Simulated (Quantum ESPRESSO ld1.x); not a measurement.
Species: Te5+. Configuration: [Kr] 4d10 5s1 (the NIST ground configuration).

Calculated with ld1.x of Quantum ESPRESSO 7.5: non-relativistic Kohn-Sham, LDA (Slater exchange, VWN5 correlation), spin-polarised, spherical densities, point nucleus; open shells are filled with parallel spins first; relativity is left out, which matters for an element this heavy.

Energy parts (eV):
total: -179680.92
kinetic: 179586.74
electron-nucleus: -424201.68
Hartree: 69393.50
exchange-correlation: -4459.47

Orbitals (lengths in bohr, moments of r in powers of bohr):
\begin{tabular}{lrrr}
orbital & occ. & eigenvalue (eV) & <1/r> \\ \hline
1s up & 1 & -30422.239 & 51.43 \\
1s down & 1 & -30422.168 & 51.43 \\
2s up & 1 & -4603.129 & 11.79 \\
2s down & 1 & -4603.091 & 11.79 \\
2p up & 3 & -4325.295 & 11.80 \\
2p down & 3 & -4325.255 & 11.80 \\
3s up & 1 & -959.689 & 4.280 \\
3s down & 1 & -959.628 & 4.280 \\
3p up & 3 & -843.328 & 4.208 \\
3p down & 3 & -843.267 & 4.208 \\
3d up & 5 & -626.381 & 4.076 \\
3d down & 5 & -626.326 & 4.076 \\
4s up & 1 & -208.916 & 1.741 \\
4s down & 1 & -208.775 & 1.741 \\
4p up & 3 & -168.756 & 1.638 \\
4p down & 3 & -168.587 & 1.639 \\
4d up & 5 & -100.548 & 1.394 \\
4d down & 5 & -100.254 & 1.399 \\
5s up & 1 & -63.882 & 0.7006 \\
5s down & 0 & -62.479 & 0.7027 \\
\end{tabular}

The highest occupied level is 5s up at -63.882 eV. The density falls to 0.001 e/bohr^3 at r = 3.01 bohr. Spin moment in Bohr magnetons: 1. Virial ratio -V/T = 2.00052. For comparison, the ionisation energy in NIST's Atomic Spectra Database is 69 eV (theoretical). In exact Kohn-Sham theory the highest level is minus the ionisation energy, but local and semilocal functionals leave it too shallow, through self-interaction and a potential that decays too fast; potentials with the right tail come closer. Summed over all electrons, <r^2> = 22.64 bohr^2, which gives a Langevin (diamagnetic) susceptibility term of -17.9 x 10^-6 cm^3/mol.
